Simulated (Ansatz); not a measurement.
Abridged output of a molecular run in Ansatz:

```
Functional definition: HF
1756 factors; integrals over basis functions are off by at most 1.2e-3 eV
mean field evaluation 1: about -23692.4260 eV, gradient 3.7e1 eV
mean field evaluation 2: about -23692.6754 eV, gradient 3.7e1 eV
mean field evaluation 4: about -23696.0930 eV, gradient 3.7e0 eV
mean field evaluation 8: about -23696.1688 eV, gradient 2.2e-1 eV
mean field evaluation 16: about -23696.1690 eV, gradient 2.2e-6 eV
mean field -23696.16903984 eV, -870.8181503739 hartree, gradient 2.2e-6 eV, S^2 0.000000; 0 other end points of the search recorded, 0 dependent functions left out
15 core orbitals not correlated: weight in the atoms' cores, before any rotation towards them, 1.000 or more for the frozen orbitals, at most 0.000 for the correlated occupied ones
reference -23696.16903984 eV, -870.8181503739 hartree; 18, 18 occupied and 244, 244 virtual orbitals, 1756 factors
second order -22.65357212 eV of doubles, -0.00000000 eV of singles
cycle   1  -23.22877935 eV  change   -5.8e-1 eV  update   1.2e-1
cycle   2  -23.90883648 eV  change   -6.8e-1 eV  update   3.5e-2
cycle   3  -24.01490444 eV  change   -1.1e-1 eV  update   1.7e-2
cycle   4  -24.00290099 eV  change    1.2e-2 eV  update   4.5e-3
cycle   5  -23.99964258 eV  change    3.3e-3 eV  update   1.8e-3
cycle   6  -23.99980431 eV  change   -1.6e-4 eV  update   5.0e-4
cycle   7  -23.99951093 eV  change    2.9e-4 eV  update   1.8e-4
cycle   8  -23.99946129 eV  change    5.0e-5 eV  update   5.8e-5
cycle   9  -23.99949456 eV  change   -3.3e-5 eV  update   2.4e-5
perturbative correction -0.77694926 eV, -0.0285523588 hartree
Total energy: -23720.94548367 eV, -871.7286678904 hartree
```

Its atoms:

Cartesian coordinates in Å:
```
O -0.669 0.247 2.259
Si 0.867 0.083 1.672
Si 0.804 -0.914 -0.448
Sn -0.997 0.361 -1.757
H -1.321 0.643 1.677
H 1.596 -0.729 2.676
H 1.550 1.403 1.535
H 0.408 -2.347 -0.373
H 2.108 -0.814 -1.161
H -0.356 1.722 -2.564
H -2.153 0.950 -0.630
H -1.836 -0.605 -2.885
```

**Question.** Which basis set was used?
A. def2-TZVPP
B. def2-QZVPP
C. cc-pV(Q+d)Z
D. def2-TZVPPD

**Answer.** A. It gives 277 functions.

**Question.** Write the keys of the input that set method, charge and spin (a neutral closed shell needs none for the last two).

**Answer.** 
```yaml
correlation: {method: ccsd_t}
```
